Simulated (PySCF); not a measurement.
C4H9NSi, SMILES C=C=C[Si@@H](C)N. Heavy atoms are numbered as in [CH2:1]=[C:2]=[CH:3][Si@@H:4]([CH3:5])[NH2:6]. Hydrogens are named by the atom that carries them.

Geometry optimised at r2SCAN-D4/def2-SVP. The structure was generated by enumeration; whether it is a known compound was not checked. One conformer was computed; it need not be the lowest.

These are PBE/def2-TZVP (PySCF) values and carry that method's errors.

ESP charges are fitted to the potential on shells at 1.4 to 2.0 van der Waals radii. Atomic charges (e), one atom of each kind:

| atom | Mulliken | ESP fit | Löwdin | meta-Löwdin |
|---|---|---|---|---|
| C1 (CH2) | -0.32 | -0.67 | -0.23 | -0.34 |
| C2 | 0.08 | 0.22 | -0.10 | 0.07 |
| C3 (CH) | -0.29 | -0.41 | -0.25 | -0.42 |
| Si4 (SiH) | 0.38 | 0.85 | 0.16 | ___ |
| C5 (CH3) | -0.46 | -0.71 | -0.45 | -0.61 |
| N6 (NH2) | -0.57 | -1.01 | -0.25 | ___ |
| H on C1 | 0.14 | 0.25 | 0.14 | 0.15 |
| H on C3 | 0.13 | 0.17 | 0.16 | ___ |
| H on Si4 | -0.07 | -0.20 | -0.03 | ___ |
| H on C5 | 0.13 | 0.19 | 0.13 | 0.13 |
| H on N6 | 0.22 | 0.37 | 0.16 | ___ |

Task: Fill in the missing entries. (An estimate is asked for; the answer gives what the named calculation found.)

Result: 
- Si4 (SiH), meta-Löwdin: 0.86
- N6 (NH2), meta-Löwdin: -0.73
- H on C3, meta-Löwdin: 0.15
- H on Si4, meta-Löwdin: -0.14
- H on N6, meta-Löwdin: 0.23

Task: Give the Mayer and Wiberg (Löwdin basis) orders of the bonds. (An estimate is asked for; the answer gives what the named calculation found.)

Result: 
| bond | Mayer | Wiberg |
|---|---|---|
| C1–C2 | 1.94 | 2.17 |
| C2–C3 | 1.89 | 2.09 |
| C3–Si4 | 0.94 | 1.05 |
| Si4–C5 | 0.99 | 1.20 |
| Si4–N6 | 1.18 | 1.50 |
